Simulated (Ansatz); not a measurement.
C$_{2}$H$_{7}$ClOSi, SMILES `CCO[SiH2]Cl` at its PBE0-D4/def2-TZVP geometry, where that method's forces vanish. Charge 0, multiplicity 1.

```xyz
12

C     1.1825   -1.5124    0.2748
C    -0.0499   -0.7087   -0.0502
O     0.2695    0.6750   -0.0055
Si   -0.8274    1.8727   -0.0683
Cl   -1.8389    1.8591   -1.8606
H     1.5469   -1.2724    1.2754
H     0.9573   -2.5806    0.2344
H     1.9776   -1.2987   -0.4417
H    -0.8520   -0.9273    0.6668
H    -0.4223   -0.9596   -1.0497
H    -1.8599    1.7119    0.9837
H    -0.0834    3.1411    0.0409
```

Q: What forces (eV/Å) does B3LYP-D4/def2-TZVPP give on these atoms in the Gaussian-basis code of Ansatz? (Estimate.)

A: Ansatz gave: 
```
C1   0.168 -0.125  0.044
C2  -0.216 -0.272 -0.063
O3   0.073  0.214  0.012
Si4  0.029  0.223  0.245
Cl5 -0.111 -0.002 -0.197
H6  -0.009 -0.017 -0.046
H7   0.021  0.040  0.005
H8  -0.030 -0.016  0.037
H9   0.040  0.011 -0.046
H10  0.016  0.011  0.064
H11  0.074  0.014 -0.060
H12 -0.055 -0.081  0.004
```

B3LYP here is the variant with VWN-RPA as its local correlation; programs differ in this.
